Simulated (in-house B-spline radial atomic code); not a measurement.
**Solving the quasi-particle equation for 3d up of Cr⁺**

Configuration [Ar] 3d5, highest spin, start Hartree-Fock; correlation leaves out the 4 deepest shells. Computed with an all-electron radial atomic-structure program (B-spline basis): all electrons, scalar-relativistic (spin-free one-electron X2C), finite nucleus, each spin shell either full or empty, empty states to l = 9 with an (l + 1/2)⁻⁴ tail; G0W0 by contour deformation at full frequency.

At the mean-field level ε = -17.531 eV the matrix elements are Σx = -34.134 eV, v_xc = -34.134 eV and Σc(ε) = 0.721 eV, and the slope of the correlation self-energy is dΣc/dω = -0.0730. The quasi-particle energy solves E = ε + Σx − v_xc + Σc(E).

(1) What does the linearised equation give?

(2) How does that compare with the full solution and with static screening?

## Answers

(1) Z = 1/(1 − dΣc/dω) = 1/1.0730 = 0.9320. The first-order shift is Σx − v_xc + Σc(ε) = -34.134 − (-34.134) + (0.721) = 0.721 eV, so E ≈ ε + Z × shift = -17.531 + 0.9320 × (0.721) = -16.859 eV.

(2) Solving the equation at full frequency dependence gives E = -16.859 eV, where Σc = 0.672 eV and the weight is 0.934; the linearised value is off by 0 meV. Leaving Z out would give -16.810 eV. Static COHSEX puts -1.773 eV in place of Σc and gives -19.304 eV, 2.45 eV deeper. The tabulated removal energy is 16.486 eV (NIST, measured); the run leaves out spin-orbit coupling, Breit and QED terms.
